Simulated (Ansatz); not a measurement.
Program: Ansatz. Geometries: PBE0-D4/def2-TZVP. ΔE: electronic, gas phase. CBS: MP2 limit from def2 TZ/QZ plus the TZ coupled-cluster correction, frozen cores. This one scheme is used for every species. One conformer a species, not always the lowest.

Consider the ligand exchange at the Si–N bond: `FCN[SiH2]F` + `[SiH3]S` → `F[SiH2]S[SiH3]` + `NCF`.

| species | MP2/CBS(def2) energy (Eh) |
| --- | --- |
| `FCN[SiH2]F` | -584.45059 |
| `[SiH3]S` | -689.21850 |
| `F[SiH2]S[SiH3]` | -1078.76618 |
| `NCF` | -194.90719 |

Work out ΔE.

ΔE = (-1078.76618) + (-194.90719) − (-584.45059) − (-689.21850) = -0.00428 Eh = -0.12 eV. CCSD(T)/CBS gives -0.08 eV.

Largest T1 diagnostic among the species: 0.012.

The D4 term adds −0.03 eV with B3LYP and −0.02 eV with PBE0; it sums over pairs of atoms, weighted by their polarisabilities, and B3LYP, whose exchange is more repulsive, gets the larger term. In def2-TZVPP, CCSD(T) changes the Hartree–Fock value by −0.06 eV (the triples alone add −0.02 eV) and MP2 by −0.10 eV.

B3LYP here is the variant with VWN-RPA as its local correlation; programs differ in this.
